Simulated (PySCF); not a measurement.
Ge(H)(Br)2(Me) (CH4Br2Ge), SMILES [Br][GeH]([CH3])[Br].

The structure is a stationary point at B3LYP-D3(BJ)/def2-SVP.

Level of theory: B3LYP-D3(BJ)/def2-SVP (PySCF).

Frequencies are harmonic and unscaled.

```tsv
mode	ν (cm⁻¹)	IR (km/mol)	moving atoms (share of kinetic energy)
1	95	1.1	Br 76 %, Ge 19 %
2	125	0.0	H 99 %
3	144	0.3	C 52 %, H 30 %, Br 15 %
4	156	2.2	Ge 34 %, C 32 %, H 20 %, Br 15 %
5	282	16.7	Br 55 %, Ge 42 %
6	311	55.5	Ge 58 %, Br 41 %
7	603	13.4	C 64 %, H 20 %, Ge 16 %
8	641	46.7	H 94 %
9	690	51.8	H 98 %
10	815	80.4	H 80 %, C 18 %
11	855	65.0	H 82 %, C 16 %
12	1254	2.9	H 81 %, C 19 %
13	1424	4.8	H 96 %
14	1429	2.6	H 96 %
15	2146	91.1	H 99 %
16	3046	0.7	H 98 %
17	3154	0.3	H 90 %, C 10 %
18	3164	0.1	H 90 %, C 10 %
```
